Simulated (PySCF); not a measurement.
Coordinates in bohr (charge 1 multiplicity 2):
```
As    0.0000    0.0000    0.5040
F     2.9008    0.0000   -0.6675
F    -1.4504    2.5122   -0.6675
F    -1.4504   -2.5122   -0.6675
```

These are results of UPBE0/[As def2-TZVP, F def2-TZVP], no relativity, density fitting, PySCF, not measurements.

This geometry of [AsF3]+ is a stationary point at this level.

Question: What is the point group?

Answer: C3v.

Question: Is it a minimum?

Answer: Yes: all harmonic wavenumbers are real.

Question: What are the dipole moment and the gap between the highest occupied and lowest empty levels of either spin?

Answer: 2.01 D about the centre of mass and 3.93 eV.

Question: Give the atomic charges and bond orders.

Answer: 
```tsv
atom	Mulliken	Löwdin	polar tensor	spin (Mulliken)	Mayer order to As1
As1	1.39	0.92	2.04	0.60	–
F2,3,4	-0.13	0.03	-0.35	0.13	1.22
```

This need not be the most stable arrangement of these atoms.
